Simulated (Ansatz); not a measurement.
Basis sets compared for [GaFH3]- (GaH₃F⁻). Total charge -1; singlet. Geometry r2SCAN-D4/def2-TZVPD. Ansatz on 4 threads of Arm Neoverse V2 on a shared host; times are rough, and most runs start from earlier orbitals.

```xyz
5

Ga   -0.073   -0.065    0.027
F     1.259    1.117   -0.472
H    -0.196    0.050    1.630
H     0.418   -1.522   -0.454
H    -1.409    0.420   -0.732
```

```
            level  functions  energy (Eh)  HOMO (eV)  LUMO (eV)  wall time
 PBE-D4/def2-SVPD         85   -2025.8645      -1.10       3.82      0.4 s
PBE0-D4/def2-SVPD         85   -2025.9068      -2.40       4.23      0.5 s
```

**Question.** Estimate the rows for PBE-D4/def2-TZVPD, PBE0-D4/def2-TZVPD.

**Answer.** 
```tsv
level	functions	energy (Eh)	HOMO (eV)	LUMO (eV)	wall time
PBE-D4/def2-TZVPD	121	-2026.2279	-1.12	3.97	0.55 s
PBE0-D4/def2-TZVPD	121	-2026.2692	-2.40	4.44	0.85 s
```
